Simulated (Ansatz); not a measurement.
Input for Ansatz (a quantum-chemistry and plane-wave program): R-PBE0/def2-TZVPPD on AsH3 (SMILES [AsH3]) with ghost functions, monomers drawn apart or pushed together. Files ending in .json are basis or fitting sets from the Basis Set Exchange.

Ansatz 0.2 input:
```yaml
crystal:
  periodic: [false, false, false]
  atoms:
    - {symbol: As, position_ang: [-0.09669283, 2.58426026, 6.05678228]}
    - {symbol: H, position_ang: [-0.98090410, 1.34217201, 6.00463271]}
    - {symbol: H, position_ang: [-0.71537015, 3.14917463, 4.78184830]}
    - {symbol: H, position_ang: [-1.10323431, 3.32546853, 6.93352768]}
basis:
  gaussian:
    orbitals: def2-TZVPPD.json
    ghost_atoms:
      - {symbol: Cl, position_ang: [0.45832448, -1.35212139, 0.35968767]}
      - {symbol: H, position_ang: [-0.71681046, -0.95719140, 0.68776499]}
hamiltonian:
  xc: {name: PBE0}
scf: {lower_state_search: off}
```

### Question
Give the final energy of this run.

### Answer
-2237.3860 hartree.
